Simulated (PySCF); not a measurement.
Name the molecule from its bond curve

A diatomic of charge 0 contains H (the partner may be the same element). Its singlet curve at RHF-CCSD in a single-zeta basis (no relativity, PySCF), in eV from the separated fragments:

| R (Å) | E (eV) |
| --- | --- |
| 0.654 | -5.375 |
| 0.683 | -5.486 |
| 0.705 | -5.533 |
| 0.727 | -5.554 |
| 0.749 | -5.551 |
| 0.778 | -5.516 |
| 0.814 | -5.431 |
| 0.858 | -5.281 |

The fit gives ωe = 5002 cm⁻¹ and the rotational constant Bₑ = 61.95 cm⁻¹.

Problem. Which atom is the partner?

Solution. The minimum lies at 0.735 Å, so the reduced mass is 16.8576 u Å² cm⁻¹/(Bₑ·Re²) = 0.5037 u. With H at 1.01 u the partner weighs about 1.0 u: H. The molecule is H2.

Correlated steps freeze no core orbitals. STO-3G is very small, so such numbers show the basis as much as the molecule.
